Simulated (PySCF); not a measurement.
A PySCF script (with the pyscf-properties extension) for the NMR shieldings of SMILES [Si@@H]1(SC)[SiH2][SiH2][Si@H]1O[SiH3], CH₁₂OSSi₅, on a GFN2-xTB geometry:

```python
import basis_set_exchange as bse
import numpy as np
from pyscf import gto, dft
from pyscf.prop import nmr

atoms = """
C    -3.493331   -1.337774   -0.790414
S    -2.136556   -0.811996   -1.871078
Si   -0.525260   -0.816992   -0.402501
Si   -0.964485    0.923015    1.174246
Si    0.550335    2.313692   -0.010735
Si    1.250340    0.439219   -1.277893
O     2.578301   -0.161322   -0.517567
Si    3.402223   -0.614275    0.789639
H    -3.628003   -0.609169    0.004021
H    -3.269584   -2.315016   -0.372355
H    -4.387452   -1.393699   -1.402817
H    -0.505003   -2.240452   -0.007111
H    -0.578845    0.572682    2.550868
H    -2.355120    1.377914    1.346458
H     1.547471    3.016244    0.813252
H    -0.075617    3.410482   -0.765545
H     1.747571    0.453229   -2.658574
H     2.569015   -1.571258    1.522062
H     4.630527   -1.204541    0.274321
H     3.638326    0.580696    1.598689
"""
names = dict.fromkeys(["C", "S", "Si", "O", "H"], "pcSseg-1")
basis = {el: gto.basis.parse(bse.get_basis(n, elements=[el], fmt="nwchem")) for el, n in names.items()}
mol = gto.M(atom=atoms, basis=basis, charge=0, verbose=0)
mf = dft.RKS(mol, xc="PBE0")
mf.grids.level = 2
mf.grids.alignment = dft.numint.BLKSIZE   # the property module wants whole blocks of grid points
mf.conv_tol = 1e-9
mf.kernel()

calc = nmr.RKS(mf)   # GIAO
C = mf.mo_coeff
Co = C[:, mf.mo_occ > 0]
resp = mf.gen_response(singlet=True, hermi=2)
def vind(x):   # induced exchange potential for any number of trial vectors
    d = np.einsum("pi,xij,qj->xpq", C, 2 * x.reshape(-1, C.shape[1], Co.shape[1]), Co, optimize=True)
    return np.einsum("xpq,pi,qj->xij", resp(d - d.transpose(0, 2, 1)), C, Co, optimize=True).ravel()
mo1, _ = nmr.rhf.solve_mo1(calc, with_cphf=vind)
sigma = calc.kernel(mo1)
for i, s in enumerate(sigma):   # ppm
    print("%2d %-2s %9.2f" % (i, mol.atom_pure_symbol(i), np.trace(s) / 3))
```

**Question.** What does it print?

**Answer.** 
```
 0 C     167.89
 1 S     742.67
 2 Si    358.64
 3 Si    452.42
 4 Si    442.15
 5 Si    328.95
 6 O     340.61
 7 Si    392.72
 8 H      29.88
 9 H      29.85
10 H      29.48
11 H      25.74
12 H      27.56
13 H      27.67
14 H      27.23
15 H      27.55
16 H      25.02
17 H      26.77
18 H      26.68
19 H      26.68
```

These numbers come from an equivalent density-fitted implementation of the same equations, which agrees with the script to about 0.01 ppm for H and up to a few tenths of a ppm for heavy atoms, so last digits may differ.

**Question.** Turn these shieldings into chemical shifts. Chemical shifts δ = σref − σ; TMS for ¹³C (186.93 ppm) and ²⁹Si (349.16 ppm) and ¹H (31.72 ppm); ³³S (503.73 ppm) vs CS2; ¹⁷O (336.08 ppm) against H2O, all at this level.

**Answer.** Averaging equivalent atoms: C 0: 19.0; S 1: -239; Si 5: 20.2; Si 2: -9.5; Si 7: -43.6; Si 4: -93.0; Si 3: -103.3; O 6: -4.5; H 16: 6.70; H 11: 5.98; H 17/18/19: 5.01; H 14: 4.49; H 15: 4.16; H 12: 4.16; H 13: 4.04; H 8/9/10: 1.98 ppm. Experimental scales use liquid or dissolved standards, which lie at an offset from isolated H2O (liquid H2O: subtract about 36 ppm).

Size and cost of the density-fitted run: 238 basis functions, 2 min wall time on 1 thread of an Arm Neoverse N1, shared host; peak memory 1.1 GiB.
